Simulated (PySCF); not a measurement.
These 2 structures share the formula C3H5BF2O. Method: PBE0-D3(BJ)/def2-SVP geometry optimisation, gas phase in PySCF. Energies are electronic, without zero-point or thermal terms, for one conformer each. No frequencies were run at this level. Point groups hold within 0.08 Å.

Task: Order them by energy at this level, lowest first, and give relative energies in kJ/mol.
A. `[CH2:1]=[C:2]([O:3][CH3:4])[B:5]([F:6])[F:7]` with C1–C2–O3–C4 1°
B. `[O:1]=[CH:2][CH2:3][CH2:4][B:5]([F:6])[F:7]` with O1–C2–C3–C4 -12°, C2–C3–C4–B5 23°, C3–C4–B5–F6 -130°

Result: B (0.0), A (101.8).

As drawn, the lower has a C=O bond, which the higher lacks; the higher has a C=C bond outside aromatic rings, which the lower lacks.

```csv
SMILES,E (Eh),E rel (kJ/mol),dipole (D),point group,"A, B, C (MHz)"
O=CCCB(F)F,-416.47074,0.0,5.52,C1,"4121, 2277, 2112"
C=C(OC)B(F)F,-416.43196,101.8,2.66,–,"4812, 1789, 1315"
```
